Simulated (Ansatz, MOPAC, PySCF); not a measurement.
Complex: PH3 (SMILES P) (first 4 atoms) with HI (SMILES I); geometry from B3LYP-D3(BJ)/def2-TZVP.
(charge 0, multiplicity 1):
| atom | x (Å) | y (Å) | z (Å) |
|---|---|---|---|
| P | -0.4587 | 0.1022 | 0.2345 |
| H | 0.0537 | -1.0670 | -0.3781 |
| H | -1.7480 | -0.0248 | -0.3371 |
| H | 0.0251 | 0.9780 | -0.7674 |
| I | 0.0847 | 0.8805 | 4.3377 |
| H | -0.1252 | 0.5802 | 2.7487 |

Interaction energies are E(AB) − E(A) − E(B) at the monomers' geometry in the complex; basis-set methods are counterpoise corrected. Rows marked so take none.

Cores are frozen in the correlated methods. Filled d and f shells under p-block atoms count as core. CBS: X⁻³ extrapolation of the correlation energy, Hartree–Fock from the larger set. Rows in 3-21G, LANL2DZ, STO-3G carry no dispersion term and start afresh at each structure; the Pople sets are all-electron and without relativity. LANL2DZ brings its own core potentials from Na on. The state that AM1, PM3, PM6, PM7 reach isn't checked; PM7 holds dispersion and hydrogen-bond terms.

Programs: Ansatz (Gaussian orbitals); MOPAC for AM1, PM3, PM6, PM7 (differences of heats of formation); PySCF for 3-21G rows, LANL2DZ rows, STO-3G rows, the dispersion terms. Values without a source in brackets are computed. In def2 rows elements past Kr take small-core potentials, without spin–orbit coupling.

Other levels give for the interaction energy: PBE/def2-TZVPPD -11.0; B3LYP/def2-TZVPPD -5.3; B3LYP-D3(BJ)/def2-TZVPPD -11.9; wB97M-V/def2-TZVPPD -7.6; CCSD(T)/CBS(def2-TZVPPD, def2-QZVPPD) -8.4 kJ/mol.

### Question
What do these common cheap choices give for the same quantity: AM1, PM3, PM6, PM7, HF/STO-3G (no counterpoise), HF/3-21G (no counterpoise), B3LYP/3-21G (no counterpoise), B3LYP/LANL2DZ (no counterpoise)?

### Answer
AM1 -9.0; PM3 -21.2; PM6 -9.4; PM7 -1.9; HF/STO-3G (no counterpoise) -8.0; HF/3-21G (no counterpoise) -4.4; B3LYP/3-21G (no counterpoise) -13.7; B3LYP/LANL2DZ (no counterpoise) -12.2 kJ/mol. They span -21.2 to -1.9 kJ/mol.

Ansatz is an electronic-structure program.
